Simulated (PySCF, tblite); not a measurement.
Compound: 2-methylpyridine 1-oxide, C₆H₇NO.
SMILES with atom numbers: `[CH3:1][c:2]1[cH:3][cH:4][cH:5][cH:6][n+:7]1[O-:8]` (hydrogens: H9, H10, H11 on C1; H12 on C3; H13 on C4; H14 on C5; H15 on C6)
Bond orders are those of one Lewis drawing.

Computed with GFN2-xTB (tblite), gas phase: Langevin dynamics at 200 K from the optimised GFN2-xTB geometry, time step 0.5 fs, friction 0.01 fs⁻¹, 2000 steps. Over the second half of the run the saved frames average 218 K.

Frame at 250 fs, instantaneous temperature 213 K:
```
atom  x, y, z in Å
C1     -2.352   -0.073   -0.610
C2     -0.958   -0.035   -0.212
C3     -0.053   -1.088   -0.422
C4      1.308   -1.005   -0.190
C5      1.764    0.268    0.201
C6      0.871    1.240    0.464
N7     -0.461    1.079    0.289
O8     -1.243    1.996    0.721
H9     -2.990   -0.089    0.283
H10    -2.581   -0.976   -1.161
H11    -2.606    0.754   -1.264
H12    -0.484   -2.027   -0.779
H13     1.915   -1.895   -0.219
H14     2.836    0.472    0.215
H15     1.253    2.242    0.829
```

Frame at 425 fs, instantaneous temperature 199 K:
```
atom  x, y, z in Å
C1     -2.393   -0.183   -0.539
C2     -0.914   -0.185   -0.274
C3      0.041   -1.149   -0.711
C4      1.374   -1.060   -0.318
C5      1.701   -0.078    0.566
C6      0.767    0.884    0.963
N7     -0.559    0.829    0.591
O8     -1.357    1.721    1.015
H9     -2.914    0.368    0.248
H10    -2.777   -1.167   -0.609
H11    -2.485    0.310   -1.509
H12    -0.379   -1.881   -1.341
H13     2.152   -1.740   -0.719
H14     2.691    0.071    0.941
H15     1.040    1.720    1.597
```

Frame at 625 fs, instantaneous temperature 221 K:
```
atom  x, y, z in Å
C1     -2.430    0.395   -0.562
C2     -1.036    0.220   -0.268
C3     -0.332   -0.819   -0.872
C4      0.982   -0.979   -0.402
C5      1.554   -0.026    0.501
C6      0.821    1.034    0.919
N7     -0.493    1.057    0.668
O8     -1.255    1.952    1.183
H9     -3.018    0.531    0.362
H10    -2.781   -0.369   -1.273
H11    -2.532    1.315   -1.040
H12    -0.800   -1.386   -1.560
H13     1.669   -1.735   -0.731
H14     2.563   -0.233    0.811
H15     1.089    1.869    1.501
```

Frame at 800 fs, instantaneous temperature 228 K:
```
atom  x, y, z in Å
C1     -2.535   -0.125    0.225
C2     -1.044   -0.160    0.182
C3     -0.270   -1.176   -0.383
C4      1.071   -1.017   -0.519
C5      1.645    0.195   -0.061
C6      0.873    1.139    0.572
N7     -0.461    0.971    0.584
O8     -1.157    1.909    1.060
H9     -2.940    0.075    1.220
H10    -2.965   -1.071   -0.057
H11    -2.949    0.635   -0.446
H12    -0.832   -2.056   -0.711
H13     1.699   -1.686   -1.026
H14     2.773    0.250    0.064
H15     1.244    2.078    1.055
```

Frame at 1000 fs, instantaneous temperature 144 K:
```
atom  x, y, z in Å
C1     -2.281   -0.456    0.528
C2     -0.843   -0.148    0.203
C3     -0.059   -1.102   -0.456
C4      1.288   -0.930   -0.678
C5      1.856    0.249   -0.293
C6      1.018    1.208    0.266
N7     -0.310    1.022    0.557
O8     -0.960    1.894    1.170
H9     -2.546   -0.363    1.599
H10    -2.529   -1.474    0.148
H11    -2.908    0.286    0.023
H12    -0.492   -2.049   -0.695
H13     1.840   -1.759   -1.045
H14     2.859    0.478   -0.478
H15     1.465    2.127    0.566
```

Q: What do single points at PBE0/pcSseg-1 (PySCF, gas phase) give on these frames?

A: 
| t (fs) | GFN2-xTB E above start (eV) | DFT E above lowest frame (eV) | HOMO (eV) | LUMO (eV) | dipole (D) |
| --- | --- | --- | --- | --- | --- |
| 250 | 0.37 | 0.10 | -6.19 | -1.10 | 3.77 |
| 425 | 0.32 | 0.04 | -6.32 | -1.16 | 3.64 |
| 625 | 0.61 | 0.36 | -6.18 | -1.16 | 3.66 |
| 800 | 0.35 | 0.05 | -6.22 | -0.98 | 3.48 |
| 1000 | 0.25 | 0.00 | -6.31 | -1.02 | 3.65 |

Both levels order the frames alike by energy; measured from each level's lowest frame they differ by 0.05 eV at most. The HOMO–LUMO gap runs from 5.02 to 5.29 eV. These are instantaneous structures, not minima.

Q: And the isotropic GIAO shieldings (ppm) from the same runs?

A: 
| atom | 250 fs | 425 fs | 625 fs | 800 fs | 1000 fs | mean | range |
| --- | --- | --- | --- | --- | --- | --- | --- |
| C1 | 168.1 | 170.9 | 166.1 | 166.7 | 161.7 | 166.7 | 9.2 |
| C2 | 40.2 | 22.9 | 26.4 | 37.7 | 35.7 | 32.6 | 17.3 |
| C3 | 49.3 | 54.4 | 54.5 | 55.8 | 51.0 | 53.0 | 6.5 |
| C4 | 59.4 | 64.4 | 53.6 | 64.2 | 63.2 | 61.0 | 10.8 |
| C5 | 56.0 | 57.4 | 57.8 | 51.0 | 55.9 | 55.6 | 6.8 |
| C6 | 43.0 | 33.3 | 47.7 | 38.9 | 38.2 | 40.2 | 14.4 |
| N7 | -61.7 | -78.0 | -63.2 | -64.3 | -61.0 | -65.6 | 17.0 |
| O8 | -153.2 | -133.1 | -141.1 | -140.3 | -112.4 | -136.0 | 40.8 |
| H9 | 28.6 | 27.4 | 28.1 | 28.8 | 28.4 | 28.3 | 1.4 |
| H10 | 29.7 | 30.4 | 29.2 | 30.0 | 28.9 | 29.6 | 1.5 |
| H11 | 29.2 | 29.3 | 30.3 | 29.1 | 28.7 | 29.3 | 1.6 |
| H12 | 24.4 | 24.5 | 24.8 | 24.1 | 24.5 | 24.5 | 0.7 |
| H13 | 24.5 | 24.2 | 24.6 | 25.2 | 25.1 | 24.7 | 1.0 |
| H14 | 24.4 | 24.7 | 24.3 | 23.7 | 24.7 | 24.4 | 1.0 |
| H15 | 22.6 | 23.0 | 23.5 | 22.4 | 23.7 | 23.0 | 1.3 |

The cost below is that of the whole dynamics run. Hardware: one thread, Arm Neoverse N1 (aarch64), no GPU, shared host with 64 logical CPUs at a one-minute load of 56. Cost: 17 s wall, 0.18 GiB resident at most.
